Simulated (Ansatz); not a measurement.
Ansatz results at the PBE0-D4/def2-TZVP geometry: HOMO energy (ωB97M-V/def2-TZVPP) -9.90 eV; zero-point energy (PBE0-D4/def2-TZVP) 153.5 kJ/mol; HOMO energy (PBE0/def2-TZVPP) -7.70 eV.

Each molecule was computed in one conformer, which needn't be the lowest.

Question: Which molecule gave them?
A. `[AlH2][O]CS`
B. `C[O][AlH][SH]`
C. `C[CH2][AlH][OH]`
D. `C[S][AlH][OH]`

Answer: B. The others give `[AlH2][O]CS`: -9.87, 146.2, -7.60; `C[CH2][AlH][OH]`: -9.74, 222.9, -7.51; `C[S][AlH][OH]`: -9.31, 157.3, -7.14.
